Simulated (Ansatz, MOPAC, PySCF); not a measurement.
C2H2 (SMILES C#C) and GeH4 (SMILES [GeH4]) are pulled apart as rigid monomers along the line of their centres of mass, from the B3LYP-D3(BJ)/def2-TZVP minimum. Starting geometry (charge 0, multiplicity 1):
```xyz
9

C      0.0591     0.5301    -0.2626
C     -0.1087    -0.6543    -0.2263
H      0.2076     1.5819    -0.2931
H     -0.2579    -1.7058    -0.1901
Ge     0.0212     0.0498     3.4900
H     -0.7548    -1.1850     3.0109
H      0.0031     0.0919     5.0280
H     -0.6432     1.3207     2.9429
H      1.4742    -0.0285     3.0034
```

Interaction energies with rigid monomers; basis-set methods are counterpoise corrected unless marked otherwise.

Rows in 6-31G*, STO-3G carry no dispersion term and start afresh at each structure (6-31G* with six Cartesian d functions); the Pople sets are all-electron and without relativity. The state reached by AM1 isn't checked.

Codes used: Ansatz (a quantum-chemistry and plane-wave program) with Gaussian orbitals; MOPAC for AM1 (differences of heats of formation); PySCF for 6-31G* rows, STO-3G rows, the dispersion terms. Values without a source in brackets are computed.

```json
[
 {"C1···Ge5 (Å)": "3.41", "AM1 (kcal/mol)": "0.58", "HF/STO-3G (no counterpoise) (kcal/mol)": "1.80", "PBE0-D3(BJ)/def2-TZVPPD (kcal/mol)": "-0.67", "PBE0-D4/def2-TZVPPD (kcal/mol)": "-0.56", "M06-2X/6-31G* (no counterpoise) (kcal/mol)": "-1.84"},
 {"C1···Ge5 (Å)": "3.78", "AM1 (kcal/mol)": "0.15", "HF/STO-3G (no counterpoise) (kcal/mol)": "0.24", "PBE0-D3(BJ)/def2-TZVPPD (kcal/mol)": "-1.34", "PBE0-D4/def2-TZVPPD (kcal/mol)": "-1.27", "M06-2X/6-31G* (no counterpoise) (kcal/mol)": "-2.04"},
 {"C1···Ge5 (Å)": "4.34", "AM1 (kcal/mol)": "0.00", "HF/STO-3G (no counterpoise) (kcal/mol)": "-0.08", "PBE0-D3(BJ)/def2-TZVPPD (kcal/mol)": "-1.00", "PBE0-D4/def2-TZVPPD (kcal/mol)": "-0.96", "M06-2X/6-31G* (no counterpoise) (kcal/mol)": "-1.27"},
 {"C1···Ge5 (Å)": "5.28", "AM1 (kcal/mol)": "-0.01", "HF/STO-3G (no counterpoise) (kcal/mol)": "-0.04", "PBE0-D3(BJ)/def2-TZVPPD (kcal/mol)": "[?]", "PBE0-D4/def2-TZVPPD (kcal/mol)": "-0.33", "M06-2X/6-31G* (no counterpoise) (kcal/mol)": "-0.46"},
 {"C1···Ge5 (Å)": "6.79", "AM1 (kcal/mol)": "0.00", "HF/STO-3G (no counterpoise) (kcal/mol)": "-0.01", "PBE0-D3(BJ)/def2-TZVPPD (kcal/mol)": "-0.07", "PBE0-D4/def2-TZVPPD (kcal/mol)": "[?]", "M06-2X/6-31G* (no counterpoise) (kcal/mol)": "-0.02"}
]
```

Question: Complete the blanks.

Answer: 
- 5.28, PBE0-D3(BJ)/def2-TZVPPD (kcal/mol): -0.36
- 6.79, PBE0-D4/def2-TZVPPD (kcal/mol): -0.04
